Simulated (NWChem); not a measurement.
System: C4H6OSi; SMILES C#C[SiH2]CC=O

```xyz
12

C      1.5300    -2.2861     0.0750
C      0.4838    -1.6703    -0.0070
Si    -1.0744    -0.7160    -0.1245
C     -0.8106     1.0568     0.5018
C      0.1778     1.8293    -0.3135
O      1.3037     2.0757     0.0259
H      2.4566    -2.8282     0.1469
H     -2.1258    -1.3617     0.7131
H     -1.5268    -0.6851    -1.5471
H     -1.8016     1.5409     0.4521
H     -0.4714     1.0095     1.5484
H     -0.2048     2.1656    -1.3146
```
Atoms are numbered in this order, from 1.

Computed with NWChem. Coordinates come from a PBE0/def2-SVP optimisation. Level B3LYP/def2-SVPD: single points from the atomic guess with DIIS by default; each run changes one setting, and all converged runs end within 0.3 mHa of each other.

Which setting needs the most SCF iterations, or fails (defaults; DIIS on 20 Fock matrices; DIIS on 3 Fock matrices; no DIIS, 40 % damping; occupation smearing of 0.005 Ha)?

no DIIS, 40 % damping, which doesn't converge.
| setting | SCF iterations |
|---|---|
| defaults | 10 |
| occupation smearing of 0.005 Ha | 10 |
| DIIS on 3 Fock matrices | 10 |
| DIIS on 20 Fock matrices | 9 |
| no DIIS, 40 % damping | not converged in 200 |
